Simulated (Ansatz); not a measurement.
Cartesian coordinates in Å:
```
B 0.652 -0.814 1.502
C -0.045 0.173 0.497
F -1.231 0.682 0.749
S -0.323 -2.416 1.033
N 0.418 0.510 -0.673
C -0.281 1.205 -1.732
H 0.512 -0.475 2.648
H 1.798 -0.976 1.143
H -1.457 -2.161 1.705
H 1.329 0.120 -0.868
H 0.397 1.913 -2.207
H -0.641 0.494 -2.479
H -1.128 1.745 -1.318
```

Charge 0, multiplicity 1. The bonds changed during the relaxation, so this is another structure than the one it started from.

Task: List the B3LYP/def2-TZVPP orbital energies in eV (Ansatz 0.2.0). (Estimate.)

Result: The calculation gave: Occupied: -2416.77, -673.32, -392.11, -281.08, -278.93, -214.78, -182.19, -159.34, -159.25, -159.14, -35.15, -27.51, -21.31, -19.09, -18.47, -16.49, -15.66, -14.56, -13.78, -13.20, -12.59, -12.17, -10.44, -10.05, -9.34, -8.34, -7.57, -5.95. Lowest empty: -1.45, 0.01, 0.99, 1.23, 1.95, 2.12, 2.17, 2.42.

B3LYP here is the variant with VWN-RPA as its local correlation; programs differ in this.
